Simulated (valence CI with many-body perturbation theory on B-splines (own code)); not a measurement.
## Ga XXVII: calculated level list

Method: relativistic CI+MBPT: three valence electrons over a frozen Dirac-Fock core [He], a basis of 11 s, 11 p, 10 d, 8 f, 5 g, 2 h functions for each j, with the one-electron correlation potential Σ1 (screened to all orders), the two-electron term Σ2, the three-electron term Σ3, Breit, model QED; selected single and double excitations, second order for the rest, scaled by the run's own slope (own B-spline code, finite nucleus).

No measured spectrum was set against this ion. As an estimate, large intervals hold to a few tenths of a per cent, small ones and those within an open d or f shell to about a per cent.

Levels 1 to 45 of 207, with energies above the lowest level, 2s2 2p 2P°_1/2. "Leading %" is the weight of the configuration and term that name the level; weights of strongly mixed levels are sums over their largest components and can fall short. In the jj column 3d3/2^4 stands for four electrons in 3d with j = 3/2.

```
No.  Configuration  Term    J  E (Ry)  Leading %              Leading jj   Second component
  1         2s2 2p   2P°  1/2    0.00         98       2s^2 2p1/2 (98 %)                   
  2         2s2 2p   2P°  3/2    2.34         98       2s^2 2p3/2 (98 %)                   
  3         2s 2p2    4P  1/2    4.95         90       2s 2p1/2^2 (73 %)      8 % 2s 2p2 2S
  4         2s 2p2    4P  3/2    6.24         98   2s 2p1/2 2p3/2 (95 %)                   
  5         2s 2p2    4P  5/2    7.11         84   2s 2p1/2 2p3/2 (73 %)     16 % 2s 2p2 2D
  6         2s 2p2    2D  3/2    9.39         89   2s 2p1/2 2p3/2 (89 %)     11 % 2s 2p2 2P
  7         2s 2p2    2D  5/2   10.18         84       2s 2p3/2^2 (73 %)     16 % 2s 2p2 4P
  8         2s 2p2    2P  1/2   10.31         70   2s 2p1/2 2p3/2 (68 %)     24 % 2s 2p2 2S
  9         2s 2p2    2S  1/2   12.80         68       2s 2p3/2^2 (88 %)     29 % 2s 2p2 2P
 10         2s 2p2    2P  3/2   12.92         89       2s 2p3/2^2 (85 %)     10 % 2s 2p2 2D
 11            2p3   4S°  3/2   15.53         70    2p1/2^2 2p3/2 (76 %)       20 % 2p3 2P°
 12            2p3   2D°  3/2   17.40         68    2p1/2 2p3/2^2 (81 %)       22 % 2p3 4S°
 13            2p3   2D°  5/2   18.01        100   2p1/2 2p3/2^2 (100 %)                   
 14            2p3   2P°  1/2   19.58         98    2p1/2 2p3/2^2 (98 %)                   
 15            2p3   2P°  3/2   21.10         69          2p3/2^3 (93 %)       23 % 2p3 2D°
 16         2s2 3s    2S  1/2  110.33         95          2s^2 3s (95 %)                   
 17         2s2 3p   2P°  1/2  112.37         93       2s^2 3p1/2 (93 %)                   
 18         2s2 3p   2P°  3/2  113.03         92       2s^2 3p3/2 (92 %)                   
 19       2s 2p 3s   4P°  1/2  114.37         94      2s 2p1/2 3s (96 %)                   
 20         2s2 3d    2D  3/2  114.86         95       2s^2 3d3/2 (95 %)                   
 21       2s 2p 3s   4P°  3/2  114.86         85      2s 2p1/2 3s (82 %)  12 % 2s 2p 3s 2P°
 22         2s2 3d    2D  5/2  115.06         96       2s^2 3d5/2 (96 %)                   
 23       2s 2p 3s   2P°  1/2  115.59         94      2s 2p1/2 3s (87 %)                   
 24       2s 2p 3p    4D  1/2  116.14         75   2s 2p1/2 3p1/2 (98 %)   20 % 2s 2p 3p 2P
 25       2s 2p 3p    4D  3/2  116.58         67   2s 2p1/2 3p1/2 (82 %)   19 % 2s 2p 3p 2P
 26       2s 2p 3s   4P°  5/2  116.63         98      2s 2p3/2 3s (98 %)                   
 27       2s 2p 3p    4P  3/2  117.18         24   2s 2p1/2 3p3/2 (92 %)   23 % 2s 2p 3p 4S
 28       2s 2p 3p    2P  1/2  117.43         40   2s 2p1/2 3p1/2 (55 %)   22 % 2s 2p 3p 4P
 29       2s 2p 3s   2P°  3/2  117.44         87      2s 2p3/2 3s (95 %)  10 % 2s 2p 3s 4P°
 30       2s 2p 3p    4P  1/2  117.51         64   2s 2p1/2 3p3/2 (56 %)   24 % 2s 2p 3p 2P
 31       2s 2p 3p    4D  5/2  117.51         79   2s 2p1/2 3p3/2 (78 %)   12 % 2s 2p 3p 4P
 32       2s 2p 3p    2D  3/2  117.87         54   2s 2p1/2 3p3/2 (85 %)   23 % 2s 2p 3p 4S
 33       2s 2p 3d   4F°  3/2  118.44         84   2s 2p1/2 3d3/2 (96 %)   8 % 2s 2p 3d 2D°
 34       2s 2p 3d   4F°  5/2  118.76         78   2s 2p1/2 3d3/2 (48 %)  15 % 2s 2p 3d 4D°
 35       2s 2p 3p    4P  3/2  118.93         50   2s 2p3/2 3p1/2 (91 %)   21 % 2s 2p 3p 2P
 36       2s 2p 3p    4P  5/2  119.11         50   2s 2p3/2 3p1/2 (85 %)   33 % 2s 2p 3p 2D
 37       2s 2p 3p    4D  7/2  119.15        100  2s 2p3/2 3p3/2 (100 %)                   
 38       2s 2p 3d   4P°  5/2  119.20         45   2s 2p1/2 3d5/2 (70 %)  24 % 2s 2p 3d 2D°
 39       2s 2p 3d   4F°  7/2  119.28         68   2s 2p1/2 3d5/2 (80 %)  24 % 2s 2p 3d 4D°
 40       2s 2p 3d   4D°  3/2  119.37         54   2s 2p1/2 3d3/2 (50 %)  27 % 2s 2p 3d 4P°
 41       2s 2p 3p    4S  3/2  119.38         40   2s 2p3/2 3p3/2 (91 %)   34 % 2s 2p 3p 2P
 42       2s 2p 3d   4D°  1/2  119.41         79   2s 2p1/2 3d3/2 (82 %)  11 % 2s 2p 3d 2P°
 43       2s 2p 3s   2P°  3/2  119.75         56      2s 2p3/2 3s (54 %)  18 % 2s 2p 3d 2D°
 44       2s 2p 3s   2P°  1/2  119.77         95      2s 2p3/2 3s (84 %)                   
 45       2s 2p 3p    2D  5/2  119.93         63   2s 2p3/2 3p3/2 (93 %)   34 % 2s 2p 3p 4P
```

Names give the largest LS component (configuration and term), which can be under half, so a name can repeat, a term be missing and a line seem to break the LS rules; names also repeat where a configuration has a term twice.

The ionisation energy to 2s2 1S_0 of the next ion comes out as 2683.6 eV (NIST: 2683 ± 1.4 eV (semi-empirical)). All 207 levels together are meant to be complete up to 161.82 Ry.
